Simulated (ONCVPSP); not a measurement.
## Transferability test, ONCV potential for silver

silver, optimised norm-conserving Vanderbilt (ONCV), made with ONCVPSP 4.0.1 (LDA (Perdew-Wang 92), scalar-relativistic). Core [Ar] 3d10, reference 4s2 4p6 4d10 5s1. Waves: 4s+5s: rc 1.50 bohr, ncon 4, nbas 8, qcut 6.6 1/bohr, 2 projectors; 4p: rc 1.65 bohr, ncon 3, nbas 7, qcut 8.5 1/bohr, 1 projector; 4d: rc 1.15 bohr, ncon 4, nbas 8, qcut 8.1 1/bohr, 1 projector. Local part: polynomial inside 1.00 bohr (lpopt 1, dvloc0 0.5 Ha). Core correction: none.

Energies are relative to the spin-unpolarised reference configuration 4s2 4p6 4d10 5s1; without spin polarisation the order of configurations can differ from experiment.

(1) Give the all-electron excitation energy and the error of the potential for: 4s2 4p6 4d10 5s0; 4s2 4p6 4d9 5s0; 4s2 4p6 4d8 5s0; 4s2 4p6 4d10 5s0.5.

Levels in the configuration 4s2 4p6 4d10 5s0:

```json
{"level": "4s", "all-electron (eV)": "-103.366", "pseudo (eV)": "-103.387"}
{"level": "4p", "all-electron (eV)": "-66.986", "pseudo (eV)": "-66.994"}
{"level": "4d", "all-electron (eV)": "-15.920", "pseudo (eV)": "-15.920"}
```

Results:

(1)

```tsv
valence configuration	charge	ΔE all-electron (eV)	error AE − PS (meV)
4s2 4p6 4d10 5s0	+1	8.095	-1.7
4s2 4p6 4d9 5s0	+2	30.480	-1.6
4s2 4p6 4d8 5s0	+3	66.919	+6.3
4s2 4p6 4d10 5s0.5	+0.5	3.182	-0.6
```
